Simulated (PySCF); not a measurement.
# Reading the logs of faulty runs: H3O2Si2

These are calculations, not measurements. The program is PySCF 2.14.0, an open-source quantum chemistry code, run on an isolated molecule that a program drew, which may never have been made. The molecule is H3O2Si2 (charge 0, doublet), drawn as the SMILES string `O=[SiH][SiH]O`.

Each row is a Hartree-Fock (HF) and frozen-core CCSD(T) single point in the cc-pV(D+d)Z basis, meant for a local HF minimum. Run 1 is clean. Each other run has one planted mistake out of seven kinds, and not every kind appears here: one electron removed, one electron added, multiplicity raised by two, geometry at a saddle point, minimal basis STO-3G, one bond length entered in bohr, all coordinates scaled. The reference is restricted for singlets and unrestricted otherwise, and also for a bond in bohr. Adding or removing an electron swaps singlet and doublet. Electrons count all cores. HOMO and LUMO are orbital energies over both spins, the gradient is its largest component, and the lowest frequency (negative if imaginary) is given only where the gradient is small. Bond lengths are over the 6 bonds as drawn. T1 is the CCSD diagnostic: over 0.02 (restricted) or 0.045 (unrestricted) a single reference is doubtful.

Geometry of the clean run:
```xyz
7
H3O2Si2, angstrom
O     1.7030    1.8056   -2.5820
Si    0.6530    1.3994   -1.5864
Si   -0.8209   -0.3818   -1.9395
O    -2.1496   -0.3898   -0.9581
H     0.5603    1.9702   -0.2200
H    -1.3059   -0.4890   -3.3258
H    -2.0455   -0.4714   -0.0217
```

```
run  electrons  basis functions  <S^2>  HOMO (eV)  LUMO (eV)  gradient (hartree/bohr)  lowest frequency (cm^-1)  mean bond (Å)  longest bond (Å)      T1  HF (hartree)  CCSD(T) (hartree)                     mistake
  1         47               89  0.775      -9.01       0.30                  2.4e-05                        94         1.5659             2.339  0.0236    -729.33930         -729.93159                    no fault
  2         48               89  0.000      -1.24       7.00                  5.6e-02                         -         1.5659             2.339  0.0206    -729.35133         -729.97009          one electron added
  3         47               89  3.775      -6.26       0.09                  1.3e-01                         -         1.5659             2.339  0.0403    -729.23773         -729.78517  multiplicity raised by two
  4         46               89  0.000     -16.81      -7.28                  6.5e-02                         -         1.5659             2.339  0.0309    -729.03965         -729.64159                           ?
```

**Which mistake was planted in run 4, and what did it cost?**

It counts 46 electrons, one fewer than the clean run, at the same geometry and basis. So the mistake is: one electron removed. Subtracting run 1 and multiplying by 627.51 kcal/mol a hartree, the energy moved by 188.0 kcal/mol in HF and 182.0 kcal/mol in CCSD(T).

Cautions from the logs. Run 2: T1 is over the limit, so its CCSD(T) energy is less reliable; run 4: T1 is over the limit, so its CCSD(T) energy is less reliable.
